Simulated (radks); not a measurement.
Species: Mg. Configuration: [Ne] 3s1 3p1 (not the ground configuration). All-electron calculation, scalar-relativistic Kohn-Sham, BLYP, spin-polarised, spherical densities, finite nucleus; open shells are filled with parallel spins first; Fermi nuclear charge, rms radius 3.057 fm. Program: a radial shooting solver on a logarithmic mesh with Libxc functionals. Some entries of the table are withheld. Estimate them.

orbital,occ.,eigenvalue (eV),<r> (bohr)
1s up,1,-1262.478,0.1306
1s down,1,-1262.368,0.1306
2s up,1,(1),0.6976
2s down,1,(2),0.6976
2p up,3,-48.3160,0.6892
2p down,3,-48.1567,0.6886
3s up,1,-5.9532,2.988
3p up,1,-2.1826,4.102

Answer. 
(1) 2s up eigenvalue (eV): -81.3731
(2) 2s down eigenvalue (eV): -81.2258
